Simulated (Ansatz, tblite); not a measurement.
Removing and adding an electron: (NaH)4 ring (Na4H4). The state is a singlet with charge 0. Geometry: PBE-D4/def2-SVP. Ansatz, gas phase; energy differences of separate SCF runs; the oxidised species was run as a doublet alone; the reduced species was run as a doublet alone.

```xyz
8

Na    1.6175    1.3443   -1.4799
H     0.7451    2.6231   -0.1538
Na   -0.6269    2.1433    1.2755
H    -1.6941    0.6031    2.0801
Na   -1.6173   -1.3443    1.4800
H    -0.7451   -2.6231    0.1538
Na    0.6267   -2.1433   -1.2757
H     1.6940   -0.6031   -2.0800
```

The xTB rows come from tblite. HOMO above LUMO, or a gap near zero within one spin, warns that the state may not be the lowest or that an electron is smeared out.

```json
{"level": "GFN1-xTB", "−HOMO (eV)": "10.33", "vertical IE (eV)": "12.34", "−LUMO (eV)": "5.60", "vertical EA (eV)": "4.15", "HOMO–LUMO gap (eV)": "4.73", "IE − EA (eV)": "8.19", "remarks": "–"}
{"level": "GFN2-xTB", "−HOMO (eV)": "9.12", "vertical IE (eV)": "11.10", "−LUMO (eV)": "5.91", "vertical EA (eV)": "3.67", "HOMO–LUMO gap (eV)": "3.21", "IE − EA (eV)": "7.43", "remarks": "–"}
{"level": "PBE-D4/def2-TZVP", "−HOMO (eV)": "4.50", "vertical IE (eV)": "6.73", "−LUMO (eV)": "0.75", "vertical EA (eV)": "–", "HOMO–LUMO gap (eV)": "3.76", "IE − EA (eV)": "–", "remarks": "–"}
{"level": "PBE-D4/def2-TZVPD", "−HOMO (eV)": "4.48", "vertical IE (eV)": "–", "−LUMO (eV)": "0.75", "vertical EA (eV)": "0.01", "HOMO–LUMO gap (eV)": "3.73", "IE − EA (eV)": "–", "remarks": "HOMO above zero (-1 doublet), gap within one spin near zero (-1 doublet)"}
{"level": "r2SCAN-D4/def2-TZVP", "−HOMO (eV)": "4.67", "vertical IE (eV)": "6.80", "−LUMO (eV)": "0.16", "vertical EA (eV)": "–", "HOMO–LUMO gap (eV)": "4.51", "IE − EA (eV)": "–", "remarks": "–"}
{"level": "r2SCAN-D4/def2-TZVPD", "−HOMO (eV)": "4.65", "vertical IE (eV)": "–", "−LUMO (eV)": "0.20", "vertical EA (eV)": "-0.22", "HOMO–LUMO gap (eV)": "4.45", "IE − EA (eV)": "–", "remarks": "HOMO above zero (-1 doublet), gap within one spin near zero (-1 doublet)"}
{"level": "PBE0-D4/def2-TZVP", "−HOMO (eV)": "5.57", "vertical IE (eV)": "7.16", "−LUMO (eV)": "0.20", "vertical EA (eV)": "–", "HOMO–LUMO gap (eV)": "5.37", "IE − EA (eV)": "–", "remarks": "–"}
{"level": "PBE0-D4/def2-TZVPD", "−HOMO (eV)": "5.54", "vertical IE (eV)": "–", "−LUMO (eV)": "0.27", "vertical EA (eV)": "-0.12", "HOMO–LUMO gap (eV)": "5.27", "IE − EA (eV)": "–", "remarks": "HOMO above zero (-1 doublet)"}
```

   A HOMO above zero means that the electron is unbound at that level or that self-interaction error raises the level; the energy of removing that electron tells which. Raw xTB energy differences between charge states are shifted by several eV; the methods need an empirical correction for them. A negative affinity means that the extra electron isn't bound; its size then hangs on the basis.
